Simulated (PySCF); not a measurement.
# Adding and removing an electron: SrTe

PBE0; basis Sr def2-SVP with ECP28, Te def2-SVP with ECP28; scalar-relativistic core potentials; PySCF 2.14. Neutral (UKS): singlet (closed shell), Re = 2.798 Å, ωe = 226 cm⁻¹, De = 2.75 eV, HOMO -4.57 eV, LUMO -2.40 eV.

SrTe⁺ (UKS): doublet (π ↑), Re = 2.963 Å, ωe = 190 cm⁻¹, De = 2.19 eV to Sr⁺ + Te. The energies at the minima are -298.75455 hartree for SrTe and -298.52792 for SrTe⁺.

(1) Work out the adiabatic ionisation energy, without and with harmonic zero-point energies (1 hartree = 27.2114 eV, 1 eV = 8065.5 cm⁻¹), and the change of the bond length.

These are scalar-relativistic numbers at best; spin–orbit coupling would shift them, the dissociation energy most. For an ion De counts to the pair picked by the measured ionisation energies or electron affinities, which need not be the lowest pair at this level. States were picked by a PBE0 search and need not be the measured ground states.

## Answers

(1) At PBE0: 0.22663 hartree = 6.167 eV between the minima; the zero-point term (190.0 − 226.0)/2 cm⁻¹ = -0.002 eV makes it 6.165 eV. Re changes by +16.5 pm against the neutral. Minus the HOMO energy is 4.57 eV, -1.60 eV from the value between the minima; self-interaction puts the Kohn–Sham level too high, less so with exact exchange. The electron leaves a π orbital; in so polar a molecule the change of length follows mostly from the change of the ionic charges.
